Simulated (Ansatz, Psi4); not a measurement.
Ansatz (a quantum-chemistry and plane-wave program) was given this input:
Ansatz 0.2 input:
```yaml
crystal:
  periodic: [false, false, false]
  atoms:
    - {symbol: In, position_ang: [-0.00000000, -0.00000000, -0.35495561]}
    - {symbol: F, position_ang: [0.00000000, 0.00000000, 1.93253608]}
basis:
  gaussian:
    orbitals: def2-SVPD
hamiltonian:
  xc: cam_b3lyp
total_charge: 1
magnetization: {spin_polarized: true, initial_magnetization: 1}
accuracy: high
```

Problem. Convert this to an input for Psi4.

Solution. One answer among several that fit: 
```
memory 2 GB

molecule mol {
1 2
  In   -0.000000   -0.000000   -0.354956
  F     0.000000    0.000000    1.932536
}

set basis def2-svpd
set reference uks
set scf_type pk
set puream true
set d_convergence 1e-8
set dft_radial_points 99
set dft_spherical_points 590

energy('cam-b3lyp')
print_variables()
```

Both were run: Ansatz gave -289.528981 Eh and Psi4 -289.528982 Eh, 0.001 mEh apart.
